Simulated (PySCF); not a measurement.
## Radial density of Si (silicon, neutral)

MN15, [Ne] 3s2 3p2, high-spin 3P determinant. All numbers are calculated (PySCF 2.14, the non-relativistic Hamiltonian (point nucleus), in cc-pV(D+d)Z (4s3p2d, 23 functions)).

```
r (bohr)  4πr²ρ (e/bohr)  4πr²(ρα − ρβ)
 0.00161         0.05506         0.0000
 0.00271          0.1515         0.0000
 0.00456          0.4060         0.0000
 0.00768           1.054         0.0001
  0.0129           2.575         0.0002
  0.0217           5.706         0.0006
  0.0365           10.70         0.0015
  0.0614           15.30         0.0054
   0.103           14.44         0.0210
   0.174           9.861         0.0688
   0.292           12.23         0.1295
   0.492           13.47         0.0753
   0.827           4.947         0.0190
    1.39           1.695         0.4860
    2.34           1.672         0.8225
    3.94          0.4026         0.2698
    6.62         0.01245         0.0111
```
